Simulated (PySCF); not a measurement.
OZn, SMILES [Zn]=[O].

Geometry optimised at PBE0-D3(BJ)/def2-TZVPD.

Level of theory: PySCF with PBE0-D3(BJ)/def2-TZVPD.

Frequencies are harmonic and unscaled.

```csv
mode,ν (cm⁻¹),IR (km/mol),moving atoms (share of kinetic energy)
1,749,10.4,"O 80 %, Zn 20 %"
```
